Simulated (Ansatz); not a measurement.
Born–Oppenheimer molecular dynamics of CH$_{6}$Cl$_{2}$OSi$_{2}$ (12 atoms, charge 0, multiplicity 1). It starts from a relaxed structure.

All numbers below come from Ansatz, RKS r2SCAN/STO-3G.

```json
{
 "ensemble": "NVE (velocity Verlet)",
 "time step": "0.5 fs",
 "steps asked": "385",
 "starting velocities drawn for": "300 K",
 "seed": "306006"
}
```

Frames 2.5 fs apart, positions in Å.

Velocities at 10 fs (Å/ps):

```
Si 1.35 -3.59 1.12
O -0.56 7.55 1.51
Si -2.31 -1.68 -0.84
H -9.82 10.61 -12.54
H -7.30 -19.52 -2.81
H -1.93 -2.59 14.83
Cl 1.74 1.67 -2.98
C 2.29 -1.31 2.33
H 3.73 -4.13 -3.77
H 2.09 -19.89 -3.08
H 6.90 -3.06 -2.75
Cl -1.32 0.64 1.57
```

```xyz
12
Properties=species:S:1:pos:R:3 time_fs=10 energy_less_start_eV=0.178 T=163
Si -0.028 -0.065 0.028
O 0.035 -0.213 1.698
Si -1.400 -0.532 2.556
H -2.116 -1.736 2.102
H -0.824 -0.754 3.868
H -2.227 0.665 2.556
Cl 2.007 0.026 -0.631
C -0.798 1.584 -0.512
H -1.870 1.571 -0.270
H -0.345 2.403 0.047
H -0.700 1.800 -1.586
Cl -1.041 -1.565 -0.967
12
Properties=species:S:1:pos:R:3 time_fs=12.5 energy_less_start_eV=0.181 T=161
Si -0.024 -0.072 0.031
O 0.034 -0.194 1.700
Si -1.406 -0.537 2.554
H -2.137 -1.696 2.071
H -0.854 -0.803 3.864
H -2.236 0.654 2.591
Cl 2.011 0.030 -0.638
C -0.793 1.579 -0.507
H -1.862 1.563 -0.281
H -0.330 2.369 0.049
H -0.679 1.785 -1.584
Cl -1.045 -1.564 -0.963
12
Properties=species:S:1:pos:R:3 time_fs=15 energy_less_start_eV=0.157 T=179
Si -0.017 -0.074 0.035
O 0.034 -0.177 1.698
Si -1.410 -0.541 2.554
H -2.156 -1.648 2.034
H -0.902 -0.855 3.869
H -2.253 0.636 2.621
Cl 2.014 0.034 -0.645
C -0.790 1.568 -0.504
H -1.863 1.562 -0.290
H -0.297 2.376 0.074
H -0.653 1.758 -1.567
Cl -1.050 -1.565 -0.961
12
Properties=species:S:1:pos:R:3 time_fs=17.5 energy_less_start_eV=0.152 T=183
Si -0.009 -0.073 0.038
O 0.033 -0.162 1.694
Si -1.414 -0.545 2.555
H -2.184 -1.616 1.980
H -0.959 -0.908 3.880
H -2.272 0.620 2.646
Cl 2.015 0.037 -0.651
C -0.784 1.556 -0.498
H -1.866 1.569 -0.296
H -0.282 2.373 0.082
H -0.621 1.731 -1.562
Cl -1.055 -1.567 -0.958
12
Properties=species:S:1:pos:R:3 time_fs=20 energy_less_start_eV=0.156 T=180
Si 0.001 -0.067 0.042
O 0.031 -0.149 1.691
Si -1.417 -0.548 2.557
H -2.210 -1.597 1.914
H -1.018 -0.962 3.889
H -2.288 0.609 2.667
Cl 2.016 0.039 -0.657
C -0.777 1.546 -0.489
H -1.858 1.581 -0.304
H -0.296 2.345 0.063
H -0.589 1.708 -1.565
Cl -1.060 -1.571 -0.957
12
Properties=species:S:1:pos:R:3 time_fs=22.5 energy_less_start_eV=0.189 T=154
Si 0.011 -0.060 0.045
O 0.028 -0.139 1.690
Si -1.420 -0.552 2.559
H -2.215 -1.571 1.853
H -1.070 -1.014 3.888
H -2.293 0.604 2.683
Cl 2.016 0.041 -0.662
C -0.769 1.534 -0.483
H -1.844 1.589 -0.313
H -0.305 2.343 0.054
H -0.568 1.688 -1.552
Cl -1.066 -1.576 -0.955
12
Properties=species:S:1:pos:R:3 time_fs=25 energy_less_start_eV=0.209 T=138
Si 0.021 -0.051 0.047
O 0.023 -0.131 1.692
Si -1.424 -0.556 2.559
H -2.193 -1.531 1.806
H -1.108 -1.062 3.877
H -2.283 0.606 2.698
Cl 2.016 0.043 -0.666
C -0.761 1.523 -0.481
H -1.840 1.587 -0.322
H -0.297 2.375 0.063
H -0.557 1.673 -1.535
Cl -1.071 -1.582 -0.954
12
Properties=species:S:1:pos:R:3 time_fs=27.5 energy_less_start_eV=0.232 T=121
Si 0.030 -0.042 0.049
O 0.018 -0.126 1.697
Si -1.428 -0.559 2.558
H -2.163 -1.496 1.765
H -1.128 -1.108 3.859
H -2.261 0.616 2.713
Cl 2.015 0.044 -0.670
C -0.753 1.518 -0.479
H -1.841 1.569 -0.329
H -0.300 2.384 0.059
H -0.552 1.670 -1.544
Cl -1.077 -1.587 -0.952
12
Properties=species:S:1:pos:R:3 time_fs=30 energy_less_start_eV=0.240 T=115
Si 0.039 -0.034 0.052
O 0.013 -0.124 1.706
Si -1.431 -0.562 2.556
H -2.146 -1.485 1.719
H -1.127 -1.153 3.840
H -2.232 0.633 2.731
Cl 2.014 0.045 -0.673
C -0.745 1.522 -0.479
H -1.833 1.538 -0.335
H -0.316 2.364 0.040
H -0.555 1.674 -1.560
Cl -1.081 -1.593 -0.950
12
Properties=species:S:1:pos:R:3 time_fs=32.5 energy_less_start_eV=0.241 T=114
Si 0.046 -0.027 0.055
O 0.008 -0.123 1.716
Si -1.434 -0.565 2.552
H -2.147 -1.490 1.675
H -1.111 -1.193 3.818
H -2.202 0.652 2.753
Cl 2.012 0.045 -0.677
C -0.740 1.529 -0.486
H -1.818 1.501 -0.336
H -0.320 2.373 0.041
H -0.566 1.680 -1.555
Cl -1.084 -1.598 -0.947
12
Properties=species:S:1:pos:R:3 time_fs=35 energy_less_start_eV=0.256 T=102
Si 0.051 -0.023 0.058
O 0.005 -0.124 1.726
Si -1.436 -0.567 2.547
H -2.155 -1.487 1.655
H -1.084 -1.226 3.792
H -2.174 0.666 2.781
Cl 2.011 0.045 -0.679
C -0.737 1.539 -0.498
H -1.815 1.468 -0.329
H -0.317 2.409 0.059
H -0.578 1.692 -1.556
Cl -1.087 -1.602 -0.944
12
Properties=species:S:1:pos:R:3 time_fs=37.5 energy_less_start_eV=0.244 T=111
Si 0.055 -0.020 0.063
O 0.004 -0.127 1.734
Si -1.439 -0.570 2.540
H -2.169 -1.467 1.664
H -1.053 -1.249 3.760
H -2.150 0.669 2.814
Cl 2.011 0.044 -0.682
C -0.735 1.552 -0.508
H -1.817 1.451 -0.319
H -0.334 2.418 0.057
H -0.585 1.714 -1.584
Cl -1.088 -1.605 -0.940
```

Of the whole run (192 fs, mean temperature of the second half 154 K): The conserved energy stayed within 0.061 meV per atom of its start (net change 0.042 meV per atom), so the integration is sound. Over the second half the temperature averaged 0.51 of the 300 K drawn at the start: a run that starts near a minimum puts about half its kinetic energy into the potential. A run of 0.19 ps of so small a system gives no equilibrium averages. Limits of this set-up: minimal basis.

The run took 41 min on 1 thread of Arm Neoverse V1 (shared host), peak memory 0.14 GiB.
